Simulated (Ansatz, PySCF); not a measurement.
Reaction (SMILES): [SiH3]C[SiH3] -> [SiH3] (SiH3) + [CH2][SiH3] (the C-Si bond at the site shown breaks; other sites are not compared here)
Each molecule is optimised on its own at B3LYP-D3(BJ)/def2-TZVP (Ansatz, a first-principles code). Frequencies are from Ansatz or PySCF.
Geometry of the first species:
```
C
H 1 1.0942
H 1 1.0942 2 106.76
Si 1 1.8771 2 108.68 3 117.04
H 4 1.4826 1 110.15 2 -177.97
H 4 1.4826 5 108.46 1 120.63
H 4 1.4831 5 108.50 6 117.68
Si 1 1.8771 2 108.67 3 -117.05
H 8 1.4826 1 110.15 2 -62.07
H 8 1.4826 9 108.46 1 120.63
H 8 1.4831 9 108.50 10 117.68
```
Charge 0, spin multiplicity 1.

Wanted: bond dissociation energy (enthalpy at 298 K, with B3LYP-D3(BJ) rigid-rotor harmonic-oscillator terms), in kcal/mol. Correlated levels leave the core frozen unless marked. UHF or UKS for open shells. No spin-orbit coupling. Non-relativistic. Basis-set limits of correlation are two-point, X^-3; Hartree-Fock from the larger set. The bracket is a focal-point correction in the basis named.

```csv
level,program,bond dissociation energy (kcal/mol)
PBE/def2-TZVPD,Ansatz,___
revPBE-D3(BJ)/def2-TZVPD,Ansatz + dftd3,___
B97M-V/def2-TZVPD,Ansatz,84.7
B3LYP-D3(BJ)/def2-TZVPD,Ansatz + dftd3,83.1
LC-wPBE/def2-TZVPD,Ansatz,83.0
"RI-MP2/CBS(cc-pV(T+d)Z,cc-pV(Q+d)Z)+[CCSD(T)-MP2]/cc-pV(T+d)Z",Ansatz,___
```

Fill in the missing entries.


- PBE/def2-TZVPD, bond dissociation energy (kcal/mol): 82.1
- revPBE-D3(BJ)/def2-TZVPD, bond dissociation energy (kcal/mol): 81.3
- RI-MP2/CBS(cc-pV(T+d)Z,cc-pV(Q+d)Z)+[CCSD(T)-MP2]/cc-pV(T+d)Z, bond dissociation energy (kcal/mol): 88.1
